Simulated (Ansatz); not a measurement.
Computed with Ansatz on PBE0-D4/def2-TZVP structures; ΔE is electronic, products minus reactants. CCSD(T)/CBS is the MP2 limit (def2-TZVPP, def2-QZVPP) plus CCSD(T) − MP2 in def2-TZVPP, frozen cores. Functionals use def2-TZVPP. B3LYP here is the variant with VWN-RPA as its local correlation; programs differ in this. For Br, Zn outer-core shells are correlated without core-valence functions, which leaves a few kJ/mol of doubt a bond. Scalar relativity is left out up to krypton. Each species was taken in one conformer, which may not be the lowest.

Reaction (redistribution): `[ZnH][Br]` + `[OH][AlH][CH2]F` → `[F][Zn][Br]` + `[CH3][AlH][OH]`

`[ZnH][Br]`:

```xyz
3

Zn    0.113    0.040    0.207
Br   -0.944   -0.335   -1.734
H     0.832    0.295    1.527
```

`[OH][AlH][CH2]F`:

Z-matrix (Å, degrees):
```
C
Al 1 1.975
F 1 1.401 2 110.2
H 1 1.097 2 112.4 3 -120.2
H 1 1.097 2 112.4 3 120.2
O 2 1.696 1 114.3 3 179.8
H 2 1.582 1 124.2 3 -0.1
H 6 0.955 2 124.3 1 180.0
```

`[F][Zn][Br]`:

Cartesian coordinates in Å:
```
F 0.150 -1.132 -1.517
Zn 0.012 -0.093 -0.125
Br -0.163 1.225 1.641
```

`[CH3][AlH][OH]`:

Cartesian coordinates in Å:
```
C 0.082 -1.133 0.561
Al 0.092 0.720 -0.015
O -0.525 1.067 -1.561
H 1.101 -1.496 0.731
H -0.390 -1.787 -0.176
H -0.450 -1.250 1.511
H 0.640 1.925 0.864
H -0.550 1.954 -1.916
```

| level | ΔE (kJ/mol) | difference from CCSD(T)/CBS |
| --- | --- | --- |
| B97M-V | -168.9 | 18.6 |
| r2SCAN0-D4 | -173.8 | 13.7 |
| BHLYP-D4 | -170.1 | 17.4 |
| CAM-B3LYP-D4 | -166.6 | 20.9 |
| BLYP | -162.5 | 25.0 |
| r2SCAN | -172.2 | 15.3 |
| B3LYP | -165.4 | 22.1 |
| r2SCAN0 | -173.8 | 13.7 |
| CAM-B3LYP | -166.8 | 20.7 |
| CCSD(T)/def2-TZVPP | -175.2 | 12.3 |
| CCSD(T)/CBS | -187.5 | 0 |

Largest T1 diagnostic among the species: 0.014.

From BLYP to BHLYP (50 % exact exchange), in def2-TZVPP and without D4, ΔE moves by −7.9 kJ/mol. Leaving LDA and LC-ωPBE aside and taking each functional with its dispersion term where it has one, the values, not all of them listed here, spread over 16.4 kJ/mol, from PBE-QIDH to BLYP-D4. LDA lies +6.8 kJ/mol from PBE without D4.
